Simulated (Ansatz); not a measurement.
A nudged elastic band was laid between two geometries of C2H3N + H3Si (10 atoms, charge 0, multiplicity 2).

The calculation used Ansatz, UKS PBE-D4/6-31G*.

```yaml
movable_images: 9
climbing_image: yes
spring: 5.0 eV/Å²
optimiser: quadratic models (default)
start_path: through a guess of the saddle point
force_threshold: 0.05 eV/Å
iteration_limit: 60
end_points: relaxed
```

First end point:

```xyz
10
Properties=species:S:1:pos:R:3
H 0.550 0.191 1.708
C 0.829 -0.871 1.596
C 0.447 -1.344 0.269
N 0.136 -1.715 -0.800
Si -0.850 1.480 -1.450
H 1.918 -0.966 1.742
H 0.316 -1.456 2.378
H -1.147 2.954 -1.524
H -0.085 1.031 -2.658
H -2.114 0.698 -1.262
```

Last end point:

```xyz
10
Properties=species:S:1:pos:R:3
H -0.178 1.457 0.152
C 1.050 -1.505 1.717
C 0.546 -1.626 0.434
N 0.111 -1.720 -0.670
Si -0.840 1.542 -1.191
H 2.121 -1.365 1.877
H 0.378 -1.542 2.577
H -1.256 2.965 -1.426
H 0.123 1.128 -2.258
H -2.055 0.667 -1.211
```

**Question.** What changes between the two ends?

**Answer.** Bonds broken: H1–C2. Bonds formed: H1–Si5. C2H3N + H3Si becomes C2H2N + H4Si.

**Question.** Give the energies along the band, and the barrier.

**Answer.** The forces met the threshold. The highest image is number 5 of 0 to 10, 14.1 kcal/mol above the first end and 6.0 kcal/mol above the last; the last end lies 8.1 kcal/mol above the first. The order of the stationary point at the top wasn't checked.

```
image  path coordinate (Å)  energy (kcal/mol)  H1–C2 (Å)  H1–Si5 (Å)
    0                 0.00                0.0       1.10        3.69
    1                 1.19                0.1       1.10        3.58
    2                 2.37                0.7       1.10        3.38
    3                 3.56                1.2       1.11        3.09
    4                 4.74                1.7       1.11        2.69
    5                 5.93               14.1       1.56        1.65
    6                 6.93                9.3       2.44        1.50
    7                 7.93                8.9       2.80        1.50
    8                 8.93                8.8       2.93        1.50
    9                 9.93                8.4       3.11        1.50
   10                10.93                8.1       3.57        1.50
```

**Question.** What is the geometry of the highest image?

**Answer.** 
```xyz
10
Properties=species:S:1:pos:R:3
H 0.085 0.274 0.016
C 0.814 -0.683 1.005
C 0.293 -1.974 0.776
N -0.181 -3.032 0.541
Si -0.680 1.301 -1.016
H 1.843 -0.498 0.677
H 0.529 -0.191 1.942
H -1.738 2.041 -0.254
H 0.328 2.266 -1.567
H -1.292 0.496 -2.120
```

Run time: 15 min on 2 threads of Arm Neoverse V1, with other jobs on the host, peak memory 0.26 GiB.
